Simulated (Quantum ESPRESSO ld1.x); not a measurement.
Results of a calculation; reference values are marked as such.
Species: Lu. Configuration: [Xe] 4f14 5d1 6s2.

Level of theory: Dirac Kohn-Sham, BLYP, spin-unpolarised, spherical densities, point nucleus; open shells fill j = l - 1/2 first (ld1.x of Quantum ESPRESSO 7.5).

Energy parts (eV):
total: -396797
kinetic: 442436
electron-nucleus: -986872
Hartree: 155885
exchange-correlation: -8246

Orbitals (lengths in bohr, moments of r in powers of bohr; r(90%) holds 90 % of the orbital's charge):
| orbital | occ. | eigenvalue (eV) | r(90%) | small-component weight |
|---|---|---|---|---|
| 1s1/2 | 2 | -63170.9 | 0.0351 | 7.12e-02 |
| 2s1/2 | 2 | -10746.2 | 0.127 | 1.60e-02 |
| 2p1/2 | 2 | -10256.3 | 0.112 | 1.61e-02 |
| 2p3/2 | 4 | -9138.31 | 0.122 | 1.46e-02 |
| 3s1/2 | 2 | -2434.71 | 0.312 | 5.22e-03 |
| 3p1/2 | 2 | -2218.19 | 0.304 | 5.16e-03 |
| 3p3/2 | 4 | -1979.75 | 0.324 | 4.75e-03 |
| 3d3/2 | 4 | -1612.48 | 0.296 | 4.63e-03 |
| 3d5/2 | 6 | -1560.43 | 0.301 | 4.52e-03 |
| 4s1/2 | 2 | -484.172 | 0.687 | 1.69e-03 |
| 4p1/2 | 2 | -396.057 | 0.706 | 1.61e-03 |
| 4p3/2 | 4 | -341.759 | 0.754 | 1.45e-03 |
| 4d3/2 | 4 | -196.982 | 0.814 | 1.26e-03 |
| 4d5/2 | 6 | -187.071 | 0.831 | 1.22e-03 |
| 4f5/2 | 6 | -10.0347 | 1.23 | 7.75e-04 |
| 4f7/2 | 8 | -8.5123 | 1.27 | 7.54e-04 |
| 5s1/2 | 2 | -60.5431 | 1.70 | 3.46e-04 |
| 5p1/2 | 2 | -36.2230 | 1.94 | 2.72e-04 |
| 5p3/2 | 4 | -29.3459 | 2.12 | 2.31e-04 |
| 5d3/2 | 1 | -1.7412 | 4.88 | 6.53e-05 |
| 5d5/2 | 0 | -1.4305 | 5.25 | 5.81e-05 |
| 6s1/2 | 2 | -4.4821 | 5.45 | 3.47e-05 |

The highest occupied level is 5d3/2 at -1.741 eV. The density falls to 0.001 e/bohr^3 at r = 5.05 bohr. For comparison, the ionisation energy in NIST's Atomic Spectra Database is 5.426 eV (measured). In exact Kohn-Sham theory the highest level is minus the ionisation energy, but local and semilocal functionals leave it too shallow, through self-interaction and a potential that decays too fast; potentials with the right tail come closer.

Beside tabulated values, note that spin-unpolarised runs miss the spin-polarisation part of the exchange energy of open shells.
